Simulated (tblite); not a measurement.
Species: C4HF3N2O2.
Numbering: `[O:1]=[CH:2][c:3]1[n:4][n:5][c:6]([C:7]([F:8])([F:9])[F:10])[o:11]1` (hydrogens: H12 on C2)

Computed geometry: GFN2-xTB, gas phase.

**Question.** Give the optimised bond lengths and angles.

**Answer.** 
| bond | length (pm) |
| --- | --- |
| O1=C2 | 119.5 |
| C2–C3 | 147.5 |
| C3–N4 | 130.3 |
| N4–N5 | 132.7 |
| N5–C6 | 129.8 |
| C6–C7 | 150.1 |
| C7–F8 | 132.7 |
| C7–F9, C7–F10 | 133.7 |
| C6–O11 | 133.5 |
| C3–O11 | 134.9 |
| C2–H12 | 110.2 |

Bonds in one row agree within 1 pm and their mean is given. A selection of angles:
| angle | degrees |
| --- | --- |
| O1–C2–C3 | 124.5 |
| C2–C3–N4 | 125.8 |
| C2–C3–O11 | 123.2 |
| N4–C3–O11 | 111.0 |
| C3–N4–N5 | 107.6 |
| N4–N5–C6 | 106.6 |
| N5–C6–C7 | 127.2 |
| N5–C6–O11 | 112.4 |
| C7–C6–O11 | 120.4 |
| C6–C7–F8 | 111.7 |
| F8–C7–F9 | 107.8 |
| C3–O11–C6 | 102.4 |

Dihedral angles: O1–C2–C3–N4 180° (antiperiplanar); N5–C6–C7–F8 0° (synperiplanar).

The 3 C–O bonds span 1.195 Å (O1=C2, drawn double) to 1.349 Å (C3–O11, aromatic), a spread of 0.154 Å. The C–C distances run from 1.475 Å (C2–C3, drawn single) to 1.501 Å (C6–C7, drawn single), a spread of 0.026 Å. The 5-membered ring C3–N4–N5–C6–O11 has internal angles of 102.4° to 112.4° (sum 540°, against 540° for a flat polygon); it is planar, 0.00 Å rms from its mean plane, widest ring torsion 0°.

Point group: Cs (tolerance 0.08 Å). Its lowest GFN2-xTB frequency is 13 cm⁻¹, too small to tell a flat minimum from a shallow saddle. One conformer, not necessarily the lowest. 2 starts were optimised and ended at 0.00 and 0.07 kcal/mol (GFN2-xTB); the lowest of these is shown.
